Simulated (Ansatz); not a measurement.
Stepwise reaction of `[OH][Zr]([OH])([OH])[SH]` with hydrogen sulfide, as a gas-phase model of exchange steps in deposition or etching. ΔE in kJ/mol; ΔG adds harmonic PBE0-D4 terms to CCSD(T)/CBS, at 1 bar.

Calculated with Ansatz (gas phase, PBE0-D4/def2-TZVP geometries, no zero-point term in ΔE). CBS: MP2 limit from def2 TZ/QZ plus the TZ coupled-cluster correction, frozen cores. This one scheme is used for every species. Functionals use def2-TZVPP. B3LYP here is the variant with VWN-RPA as its local correlation; programs differ in this. def2 core potentials past Kr. For Zr outer-core shells are correlated without core-valence functions, which leaves a few kJ/mol of doubt a bond. Each species was taken in one conformer, which may not be the lowest.

| step | reaction | PBE-D4 | B3LYP-D4 | ωB97M-V | CCSD(T)/CBS | ΔG(600 K) |
| --- | --- | --- | --- | --- | --- | --- |
| 2 | `[OH][Zr]([OH])([SH])[SH]` + H₂S → `[OH][Zr]([SH])([SH])[SH]` + H₂O | 32.4 | 41.4 | 45.1 | 35.6 | 40.0 |
| 3 | `[OH][Zr]([SH])([SH])[SH]` + H₂S → `[SH][Zr]([SH])([SH])[SH]` + H₂O | 34.5 | 43.8 | 48.2 | 36.6 | 49.4 |

Problem. Give the row of step 1, `[OH][Zr]([OH])([OH])[SH]` + H₂S → `[OH][Zr]([OH])([SH])[SH]` + H₂O. (An estimate is asked.)

Solution. Computed: 
```
step                                                             reaction  PBE-D4  B3LYP-D4  ωB97M-V  CCSD(T)/CBS  ΔG(600 K)
   1  `[OH][Zr]([OH])([OH])[SH]` + H₂S → `[OH][Zr]([OH])([SH])[SH]` + H₂O    21.8      30.3     32.1         24.5       48.2
```

Problem. By hand: ΔE of the 3 steps together at CCSD(T)/CBS.

Solution. (24.5) + (35.6) + (36.6) = 96.7 kJ/mol, or 32.2 kJ/mol a step.

In ΔE step 1 is the lowest and step 3 the highest. All are uphill at CCSD(T)/CBS. ΔG lies between 40.0 and 49.4 kJ/mol a step. PBE-D4 differs from CCSD(T)/CBS by -3.2 to -2.1 kJ/mol a step. Isolated molecules leave out the surface, adducts and barriers. Largest T1 diagnostic: 0.019.
